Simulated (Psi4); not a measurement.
BaF$_{2}$, triplet, at the geometry of the source list (a higher spin typed on purpose: for a closed-shell molecule this is an excited state) (core potentials on Ba); M06-2X/def2-SV(P) (Psi4 1.11).

Psi4 was given this input:
```
memory 2 GB

molecule {
0 3
  Ba   -0.00000000   -0.00000000   -0.00000000
  F    -0.26440000    1.57390000   -1.38310000
  F     0.26440000   -1.57390000    1.38310000
}

set basis def2-sv(p)
set reference uks
set dft_radial_points 35

energy('m06-2x')
print_variables()
```

Problem. Predict the main parts of the log of this Psi4 run.

Solution. 
```
   => Loading Basis Set <=

    Name: DEF2-SV(P)
    Role: ORBITAL
    Keyword: BASIS

    !!!  WARNING: ECP capability is in beta. Please check occupations closely.  !!!

         ---------------------------------------------------------
                                   SCF
               by Justin Turney, Rob Parrish, Andy Simmonett
                          and Daniel G. A. Smith
                              UKS Reference
         ---------------------------------------------------------

  ==> Geometry <==

    Molecular point group: d2h
    Full point group: D_inf_h

    Geometry (in Angstrom), charge = 0, multiplicity = 3:

       Center              X                  Y                   Z               Mass
    ------------   -----------------  -----------------  -----------------  -----------------
         BA           0.000000000000     0.000000000000     0.000000000000   137.905247000000
         F           -0.000000000000     2.111879300528     0.000000000000    18.998403162730
         F            0.000000000000    -2.111879300528     0.000000000000    18.998403162730

  Running in d2h symmetry.

  Rotational constants: A = ************  B =      0.09947  C =      0.09947 [cm^-1]
  Rotational constants: A = ************  B =   2982.16671  C =   2982.16671 [MHz]
  Nuclear repulsion =   55.251062370631040

  Charge       = 0
  Multiplicity = 3
  Electrons    = 28
  Nalpha       = 15
  Nbeta        = 13

  ==> Algorithm <==

  SCF Algorithm Type is DF.
  DIIS enabled.
  MOM disabled.
  Fractional occupation disabled.
  Guess Type is SAD.
  Energy threshold   = 1.00e-06
  Density threshold  = 1.00e-06
  Integral threshold = 1.00e-12

  ==> Primary Basis <==

  Basis Set: DEF2-SV(P)
    Blend: DEF2-SV(P)
    Number of shells: 22
    Number of basis functions: 58
    Number of Cartesian functions: 65
    Spherical Harmonics?: true
    Max angular momentum: 3

  Core potential: DEF2-SV(P)
    Number of shells: 4
    Number of ECP primitives: 10
    Number of ECP core electrons: 46
    Max angular momentum: 3

  ==> DFT Potential <==

   => LibXC <=

    Version 7.1.2
    S. Lehtola, C. Steigemann, M. J. T. Oliveira, and M. A. L. Marques,  SoftwareX 7, 1–5 (2018) (10.1016/j.softx.2017.11.002)

   => Composite Functional: M06-2X <=

    Hybrid M06-2X Meta-GGA XC Functional  (10.1007/s00214-007-0310-x)
    Y. Zhao and D. G. Truhlar,  Theor. Chem. Acc., 120, 215, 2008

    Deriv               =              1
    GGA                 =           TRUE
    Meta                =           TRUE

    Exchange Hybrid     =           TRUE
    MP2 Hybrid          =          FALSE

   => Exchange Functionals <=

    1.0000   XC_HYB_MGGA_X_M06_2X

   => Exact (HF) Exchange <=

    0.5400               HF

   => Correlation Functionals <=

    1.0000   XC_MGGA_C_M06_2X

   => LibXC Density Thresholds  <==

    XC_MGGA_C_M06_2X:  1.00E-12
    XC_HYB_MGGA_X_M06_2X:  1.00E-15

   => Molecular Quadrature <=

    Radial Scheme          =       TREUTLER
    Pruning Scheme         =           NONE
    Nuclear Scheme         =       TREUTLER

    Blocking Scheme        =         OCTREE
    BS radius alpha        =              1
    Pruning alpha          =              1
    Radial Points          =             35
    Spherical Points       =            302
    Total Points           =          30946
    Total Blocks           =            309
    Max Points             =            256
    Max Functions          =             57
    Weights Tolerance      =       1.00E-15

   => Loading Basis Set <=

    Name: (DEF2-SV(P) AUX)
    Role: JKFIT
    Keyword: DF_BASIS_SCF

  ==> Integral Setup <==

  SCF_SUBTYPE=INCORE selected. In-core MEM_DF algorithm will be used.
  Using in-core AOs.

  ==> MemDFJK: Density-Fitted J/K Matrices <==

    J tasked:                   Yes
    K tasked:                   Yes
    wK tasked:                   No
    Algorithm:                 Core
    Schwarz Cutoff:           1E-12
    Mask sparsity (%):       5.9453
    Fitting Condition:        1E-10

   => Auxiliary Basis Set <=

  Basis Set: (DEF2-SV(P) AUX)
    Blend: DEF2-UNIVERSAL-JKFIT
    Number of shells: 84
    Number of basis functions: 284
    Number of Cartesian functions: 357
    Spherical Harmonics?: true
    Max angular momentum: 5

  Minimum eigenvalue in the overlap matrix is 4.4777351135E-02.
  Reciprocal condition number of the overlap matrix is 1.5648407560E-02.
    Using symmetric orthogonalization.

  ==> Pre-Iterations <==

  SCF Guess: Superposition of Atomic Densities via on-the-fly atomic UHF (no occupation information).

   -------------------------
    Irrep   Nso     Nmo
   -------------------------
     Ag        15      15
     B1g        5       5
     B2g        3       3
     B3g        5       5
     Au         2       2
     B1u        8       8
     B2u       12      12
     B3u        8       8
   -------------------------
    Total      58      58
   -------------------------

  ==> Iterations <==

                           Total Energy        Delta E     RMS |[F,P]|

   @DF-UKS iter SAD:  -224.24270544455504   -2.24243e+02   0.00000e+00
   @DF-UKS iter   1:  -224.67281546870836   -4.30110e-01   1.97168e-02 DIIS/ADIIS
   @DF-UKS iter   2:  -224.64632603893281    2.64894e-02   2.53695e-02 DIIS/ADIIS
   @DF-UKS iter   3:  -224.76917591119826   -1.22850e-01   1.15834e-03 DIIS/ADIIS
   @DF-UKS iter   4:  -224.76992656073341   -7.50650e-04   2.31102e-04 DIIS/ADIIS
   @DF-UKS iter   5:  -224.76996899341697   -4.24327e-05   5.89198e-05 DIIS
   @DF-UKS iter   6:  -224.76997145285486   -2.45944e-06   1.54523e-05 DIIS
   @DF-UKS iter   7:  -224.76997162533729   -1.72482e-07   3.93144e-06 DIIS
   @DF-UKS iter   8:  -224.76997163662219   -1.12849e-08   5.27532e-07 DIIS
  Energy and wave function converged.

  ==> Post-Iterations <==

   Electrons on quadrature grid:
      Nalpha   =   14.9992115420 ; deviation = -7.885e-04
      Nbeta    =   12.9997504554 ; deviation = -2.495e-04
      Ntotal   =   27.9989619973 ; deviation = -1.038e-03

   @Spin Contamination Metric:   1.567618124E-02
   @S^2 Expected:                2.000000000E+00
   @S^2 Observed:                2.015676181E+00
   @S   Expected:                1.000000000E+00
   @S   Observed:                1.000000000E+00

    Orbital Energies [Eh]
    ---------------------

    Alpha Occupied:

[...]
    Alpha Virtual:

[...]
      15Ag    83.054514

    Beta Occupied:

[...]
       4Ag    -0.433951

    Beta Virtual:

[...]
    Final Occupation by Irrep:
             Ag   B1g   B2g   B3g    Au   B1u   B2u   B3u
    DOCC [     4,    1,    0,    1,    0,    2,    3,    2 ]
    SOCC [     1,    0,    0,    0,    0,    0,    1,    0 ]
    NA   [     5,    1,    0,    1,    0,    2,    4,    2 ]
    NB   [     4,    1,    0,    1,    0,    2,    3,    2 ]

  @DF-UKS Final Energy:  -224.76997163662219

   => Energetics <=

    Nuclear Repulsion Energy =             55.2510623706310398
    One-Electron Energy =                -430.6912620468536375
    Two-Electron Energy =                 162.4830783890009798
    DFT Exchange-Correlation Energy =     -11.8128503494005344
    Empirical Dispersion Energy =           0.0000000000000000
    VV10 Nonlocal Energy =                  0.0000000000000000
    Total Energy =                       -224.7699716366221878

  UHF NO Occupations:
  HONO-2 :    4 Ag 1.9935961
  HONO-1 :    5 Ag 1.0000000
  HONO-0 :    4B2u 1.0000000
  LUNO+0 :    6 Ag 0.0064039
  LUNO+1 :    2B3g 0.0003461
  LUNO+2 :    2B1g 0.0003461
  LUNO+3 :    5B2u 0.0003075

Computation Completed

Properties will be evaluated at   0.000000,   0.000000,   0.000000 [a0]

Properties computed using the SCF density matrix

 Multipole Moments:

 ------------------------------------------------------------------------------------
     Multipole            Electronic (a.u.)      Nuclear  (a.u.)        Total (a.u.)
 ------------------------------------------------------------------------------------

 L = 1.  Multiply by 2.5417464519 to convert [e a0] to [Debye]
 Dipole X            :          0.0000000            0.0000000            0.0000000
 Dipole Y            :          0.0000000            0.0000000            0.0000000
 Dipole Z            :          0.0000000            0.0000000            0.0000000
 Magnitude           :                                                    0.0000000

 ------------------------------------------------------------------------------------

  Variable Map:
  ----------------------------------------------------------------------------
[...]
  Array Variable Map:
  ----------------------------------------------------------------------------
[...]
[...]
```
